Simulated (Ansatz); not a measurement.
Geometry optimisation, Ansatz, RKS CAM-B3LYP/def2-SVP.

The input (input.yaml):

```yaml
crystal:
  periodic: [false, false, false]
  atoms:
    - { symbol: Cl, position_ang: [0.3504, 2.4228, 0.2331] }
    - { symbol: Si, position_ang: [-0.5725, 0.5616, 0.1699] }
    - { symbol: B, position_ang: [0.7564, -0.755, -0.2578] }
    - { symbol: Br, position_ang: [0.3681, -2.6783, -0.3741] }
    - { symbol: H, position_ang: [-1.613, 0.5225, -0.8794] }
    - { symbol: H, position_ang: [-1.1619, 0.2759, 1.48] }
    - { symbol: H, position_ang: [1.9339, -0.4174, -0.4175] }
basis:
  gaussian: { orbitals: def2-SVP }
hamiltonian:
  xc: cam_b3lyp
relax:
  f_tol: 0.02
  max_steps: 40
output:
  orbitals: {}
```

Command:

```bash
$ ansatz run input.yaml --threads 2 --pin off --max-ram 3072MiB --backend cpu --events-out ev --progress --plain --runs-dir out
```

Problem. Where does it end, and by what steps?

Solution. The forces met the threshold. After 5 steps the energy has fallen by 0.171 eV; H7 moved furthest, 0.17 Å.

```json
{"step": "0", "energy less start (eV)": "0.0000", "largest force component (eV/Å)": "1.829", "accepted": "yes"}
{"step": "1", "energy less start (eV)": "-0.1441", "largest force component (eV/Å)": "0.676", "accepted": "yes"}
{"step": "2", "energy less start (eV)": "-0.1676", "largest force component (eV/Å)": "0.111", "accepted": "yes"}
{"step": "3", "energy less start (eV)": "-0.1698", "largest force component (eV/Å)": "0.050", "accepted": "yes"}
{"step": "4", "energy less start (eV)": "-0.1708", "largest force component (eV/Å)": "0.056", "accepted": "yes"}
{"step": "5", "energy less start (eV)": "-0.1710", "largest force component (eV/Å)": "0.009", "accepted": "yes"}
```

```xyz
7
Properties=species:S:1:pos:R:3
Cl 0.234 2.490 0.251
Si -0.565 0.572 0.170
B 0.857 -0.788 -0.259
Br 0.327 -2.609 -0.357
H -1.624 0.553 -0.874
H -1.185 0.271 1.487
H 2.017 -0.557 -0.463
```

Whether the end is a true minimum wasn't checked by a vibrational analysis.

Time of the run: 35 s on 2 threads of Arm Neoverse N1, with other jobs on the host, peak memory 0.26 GiB.
